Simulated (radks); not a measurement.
Values are calculated unless marked as measured or tabulated.
Fe3+, configuration [Ne] 3p6 3d5 4f2 (not the ground configuration). Level of theory: non-relativistic Kohn-Sham, PBE, spin-polarised, spherical densities, point nucleus; open shells are filled with parallel spins first (a radial shooting solver on a logarithmic mesh with Libxc functionals).

Unscreened Slater integrals over Kohn-Sham orbitals (hartree). They are taken over the spin-up orbitals. Empty in this configuration: 3s.

| integral | value |
|---|---|
| F0(4f,4f) | 0.24874 |
| F2(4f,4f) | 0.13413 |
| F4(4f,4f) | 0.088374 |
| F6(4f,4f) | 0.064987 |
| F0(4f,3d) | 0.31647 |
| F2(4f,3d) | 0.042237 |
| F4(4f,3d) | 0.014920 |
| G1(4f,3d) | 0.018600 |
| G3(4f,3d) | 0.010645 |
| G5(4f,3d) | 0.0072850 |
| F0(4f,3p) | 0.31693 |
| F2(4f,3p) | 0.038496 |
| G2(4f,3p) | 0.0095480 |
| G4(4f,3p) | 0.0061774 |
| F0(4f,2p) | 0.31771 |
| F2(4f,2p) | 0.0039005 |
| G2(4f,2p) | 7.1493e-05 |
| G4(4f,2p) | 4.5724e-05 |
| F0(4f,3s) | 0.31707 |
| G3(4f,3s) | 0.0063866 |
| F0(3d,3d) | 1.0666 |
| F2(3d,3d) | 0.51706 |
| F4(3d,3d) | 0.32671 |
| F0(3d,3p) | 1.0844 |
| F2(3d,3p) | 0.52806 |
| G1(3d,3p) | 0.64322 |
| G3(3d,3p) | 0.39936 |
| F0(3d,2p) | 1.4358 |
| F2(3d,2p) | 0.30410 |
| G1(3d,2p) | 0.23369 |
| G3(3d,2p) | 0.13290 |
| F0(3d,3s) | 1.0981 |
| G2(3d,3s) | 0.49387 |
| F0(3p,3p) | 1.1120 |
| F2(3p,3p) | 0.56163 |
| F0(3p,2p) | 1.5012 |
| F2(3p,2p) | 0.30987 |
| G0(3p,2p) | 0.12164 |
| G2(3p,2p) | 0.12794 |
| F0(3p,3s) | 1.1253 |
| G1(3p,3s) | 0.74829 |
| F0(2p,2p) | 3.8581 |
| F2(2p,2p) | 1.8190 |
| F0(2p,3s) | 1.5121 |
| G1(2p,3s) | 0.12854 |
| F0(3s,3s) | 1.1401 |

Derived for the open shells (J is the average intra-shell exchange parameter used in DFT+U). 3d: Racah B = F2/49 - 5 F4/441 = 0.006848 hartree, C = 35 F4/441 = 0.02593 hartree, C/B = 3.79, F4/F2 = 0.632, J = (F2 + F4)/14 = 0.06027 hartree. 4f: F4/F2 = 0.659, F6/F2 = 0.485, J = (286 F2 + 195 F4 + 250 F6)/6435 = 0.01116 hartree.
